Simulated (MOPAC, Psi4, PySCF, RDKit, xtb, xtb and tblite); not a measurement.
Two geometries of SMILES OCCB(O)O (C₂H₇BO₃), relaxed at GFN2-xTB with one dihedral held; other torsions can differ between them too.

Structure A

```
13

O     -2.1932     1.0220    -0.2907
C     -1.1166     0.6551     0.5570
C      0.1458     0.2030    -0.1933
B      0.3884     0.8661    -1.6424
O      1.4944     0.4714    -2.3128
O     -0.4348     1.7704    -2.2206
H     -2.4625     0.2442    -0.7927
H     -1.4448    -0.1176     1.2636
H     -0.9042     1.5653     1.1247
H      0.1078    -0.8801    -0.3380
H      1.0108     0.3842     0.4425
H      1.5976     0.8941    -3.1665
H     -1.2157     1.9790    -1.6957
```

Structure B

```
13

O     -1.9846     1.3428    -0.1709
C     -1.0107     0.6825     0.6138
C      0.1384     0.1069    -0.2322
B      1.3406     1.1543    -0.4209
O      2.6088     0.7002    -0.4409
O      1.1160     2.4868    -0.5533
H     -2.3495     0.7098    -0.7988
H     -1.4928    -0.1209     1.1896
H     -0.6464     1.4298     1.3214
H     -0.2616    -0.2011    -1.2008
H      0.5152    -0.7972     0.2453
H      3.2670     1.3875    -0.5552
H      0.1940     2.7468    -0.5330
```

### Question
Which is lower in energy at the level DF-MP2 (frozen core)/cc-pVTZ // GFN2-xTB (Psi4), and by how much?

### Answer
A is lower, by 11.37 kJ/mol (dihedral O1–C2–C3–B4: 30° in A, 90° in B).

E(B) − E(A) in kJ/mol at the other levels, on the same two geometries: GFN2-xTB (xtb and tblite) 6.96; B3LYP/def2-TZVP // GFN2-xTB (Psi4) 9.67; B3LYP-D3(BJ)/def2-TZVP // GFN2-xTB (Psi4) 10.31; PBE/def2-TZVP // GFN2-xTB (Psi4) 10.93; PBE-D3(BJ)/def2-TZVP // GFN2-xTB (Psi4) 11.29; HF/cc-pVTZ // GFN2-xTB (Psi4) 5.74; UFF // GFN2-xTB (RDKit) -67.46; AM1, restricted, heats of formation // GFN2-xTB (MOPAC) 0.03; PM7, restricted, heats of formation // GFN2-xTB (MOPAC) 5.45; GFN1-xTB // GFN2-xTB (xtb) 5.87; restricted B3LYP/6-31G*, spherical d, density fitting // GFN2-xTB (PySCF) 16.55; restricted MP2 (frozen core)/3-21G // GFN2-xTB (PySCF) 32.01; restricted Hartree-Fock/STO-3G // GFN2-xTB (PySCF) 17.00; restricted LDA (SVWN5)/6-31G*, spherical d, density fitting // GFN2-xTB (PySCF) 25.48.
